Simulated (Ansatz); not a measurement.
The cluster Na2Li5⁻ (the lowest singlet isomer of a short search), 7 atoms. Hardware: 2 threads of Arm Neoverse V1 on a shared host.

Correlated methods freeze 2 core orbitals; core or outer-core shells of Li, Na are correlated, in sets that lack core-valence functions.

(1) How many basis functions does each of these Ansatz runs have, and roughly what does it cost? PBE0/def2-TZVPD, charge -1 triplet at the geometry of the charge -1 singlet, energy; MP2/def2-TZVPD, charge -1 singlet, energy, from earlier orbitals; HSE06/def2-TZVPD, charge -1 singlet, energy, from earlier orbitals; PBE0/def2-SVP, charge -1 singlet, energy with a search over starts; PBE0/def2-TZVPD, charge 0 doublet at the geometry of the charge -1 singlet, energy, from earlier orbitals; revPBE/def2-TZVPD, charge -1 singlet, energy, from earlier orbitals; ωB97M-V/def2-TZVPD, charge -1 singlet, energy and forces, from earlier orbitals; HF/STO-3G, charge -1 singlet, energy; ωB97X-V/def2-TZVPD, charge -1 singlet, energy, from earlier orbitals; PBE/def2-TZVPD, charge -1 singlet, relaxation, 24 steps; r2SCAN/def2-TZVPD, charge -1 triplet at the geometry of the charge -1 singlet, energy, from earlier orbitals; PBE0/def2-TZVPD, charge -1 singlet, energy, from earlier orbitals.

## Answers

(1) Other jobs shared the machine, so times can vary by a factor of up to 3. A dash marks memory too small to be measured apart from the calling script's.

| run | functions | fitting or Cholesky vectors | wall time | peak host memory (GiB) |
| --- | --- | --- | --- | --- |
| HF/STO-3G, charge -1 singlet, energy | 43 | 469 | 0.2 s | – |
| MP2/def2-TZVPD, charge -1 singlet, energy, from earlier orbitals | 155 | 1571 | 3 s | – |
| revPBE/def2-TZVPD, charge -1 singlet, energy, from earlier orbitals | 155 | 1461 | 3.7 s | – |
| PBE0/def2-SVP, charge -1 singlet, energy with a search over starts | 75 | 915 | 4.2 s | – |
| HSE06/def2-TZVPD, charge -1 singlet, energy, from earlier orbitals | 155 | 1485 | 4.3 s | – |
| PBE0/def2-TZVPD, charge -1 singlet, energy, from earlier orbitals | 155 | 1485 | 4.6 s | – |
| PBE0/def2-TZVPD, charge 0 doublet at the geometry of the charge -1 singlet, energy, from earlier orbitals | 155 | 1485 | 12 s | – |
| ωB97X-V/def2-TZVPD, charge -1 singlet, energy, from earlier orbitals | 155 | 1461 | 17 s | 0.64 |
| PBE0/def2-TZVPD, charge -1 triplet at the geometry of the charge -1 singlet, energy | 155 | 1485 | 18 s | 0.56 |
| ωB97M-V/def2-TZVPD, charge -1 singlet, energy and forces, from earlier orbitals | 155 | 1571 | 23 s | 0.63 |
| r2SCAN/def2-TZVPD, charge -1 triplet at the geometry of the charge -1 singlet, energy, from earlier orbitals | 155 | 1461 | 47 s | – |
| PBE/def2-TZVPD, charge -1 singlet, relaxation, 24 steps | 155 | 1461 | 71 s | – |
